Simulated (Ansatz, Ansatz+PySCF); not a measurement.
```xyz
2

N     0.0000    0.0000    0.0000
N     0.0000    0.0000    1.2900
```

Basis set: def2-SVP (spherical functions). Charge 0, multiplicity 3.

Computed with Ansatz (development build ahead of 0.2.0); each method stands on the lowest determinant of its kind that the runs found.

**Question.** Give the atomization energy at this shape (free ground-state atoms in the same class of orbitals less the molecule, no zero-point energy) of triplet N2 by PBE0 (unrestricted), UHF, ROHF.

**Answer.**

```tsv
method	atomization energy
PBE0 (unrestricted)	320.2 kJ/mol
UHF	-49.7 kJ/mol
ROHF	-68.7 kJ/mol
```

Caution: another spin multiplicity may lie lower. Caution for UHF: the unrestricted determinant is spin contaminated.
